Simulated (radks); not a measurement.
Results of a calculation; reference values are marked as such.
Isoelectronic series with 6 electrons, all held in the configuration [He] 2s2 2p2, which need not be the ground one along the series. Code: a radial shooting solver on a logarithmic mesh with Libxc functionals. Model: scalar-relativistic Kohn-Sham, PBEsol, spin-polarised, spherical densities, finite nucleus; open shells are filled with parallel spins first; Fermi nuclear charge, rms radius of each element as measured or else 0.836 A^(1/3) + 0.57 fm. Total energies (hartree) and orbital eigenvalues (eV) (* marks an orbital that is empty in some or all of the ions):

| ion | E (hartree) | 2p down* | 2p up | 2s down |
|---|---|---|---|---|
| C | -37.63994 | -3.5063 | -6.0535 | -11.7611 |
| N+ | -53.81312 | -18.2072 | -21.9604 | -29.8849 |
| O2+ | -73.00679 | -40.0527 | -44.9790 | -55.1735 |
| F3+ | -95.21884 | -68.8612 | -74.9503 | -87.4418 |
| Ne4+ | -120.45056 | -104.5688 | -111.8166 | -126.6294 |
| Mg6+ | -179.98544 | -196.5819 | -206.1420 | -225.6871 |
| Al7+ | -214.29711 | -252.8676 | -263.5829 | -285.5528 |
| Si8+ | -251.64507 | -316.0025 | -327.8729 | -352.3179 |
| P9+ | -292.03518 | -385.9880 | -399.0137 | -425.9937 |
| S10+ | -335.47385 | -462.8276 | -477.0087 | -506.5941 |
